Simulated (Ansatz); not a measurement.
## Match the barriers

Saddle point of SiH2BrF3, closed shell (SiHF₃ ([F][SiH]([F])[F]) + HBr → SiHBrF₂ ([F][SiH]([F])[Br]) + HF; bonds formed: Si1–Br7, F2–H6; bonds broken: Si1–F2, H6–Br7), PBE0-D4/def2-TZVP structure:

Si1  (-0.547, -0.201, -0.015)
F2  (0.984, -0.640, 0.829)
F3  (-0.356, -1.252, -1.173)
F4  (-1.591, 0.854, -0.595)
H5  (-1.288, -0.656, 1.164)
H6  (1.573, 0.298, 0.356)
Br7  (1.225, 1.596, -0.568)
(Å)

Ansatz 0.2.0; basis: def2-TZVPP, with def2-QZVPP for the basis limit; cores frozen in the correlated methods. Filled d shells of the heavier atoms are correlated. The def2 sets are not built for correlating such inner shells, so the correlated values are less sure here. Extrapolation: Hartree–Fock as exp(−7.88 √X), correlation as X^−2.97. Four methods, as single points on the PBE0-D4 structures, gave these electronic barriers from the start structure: 23.83, 37.64, 42.09, 62.03 kcal/mol.

Question: The methods were, in alphabetical order, HF, MP2, PBE0-D4, SPW92. Which gave which? (A judgement: the text doesn't fix the answer.)

Answer: Computed: SPW92 23.83; PBE0-D4 37.64; MP2 42.09; HF 62.03 kcal/mol. For comparison, CCSD(T) at an estimated basis limit (MP2 extrapolated from triple and quadruple zeta, plus CCSD(T) − MP2 in triple zeta) gives 42.96 kcal/mol.

The T1 diagnostic stays at or below 0.011.

Labels in which every atom is bracketed show which atoms are joined, not bond orders.

For scale, one of the runs: CCSD(T)/def2-TZVPP, 211 basis functions, launched by `ansatz run in.yaml --threads 8 --pin off --events-out ev --progress --plain --max-ram 19148MiB`. Hardware: 8 CPU threads of an Arm Neoverse V1, shared host. Wall time 83 s; peak host memory 3.2 GiB.
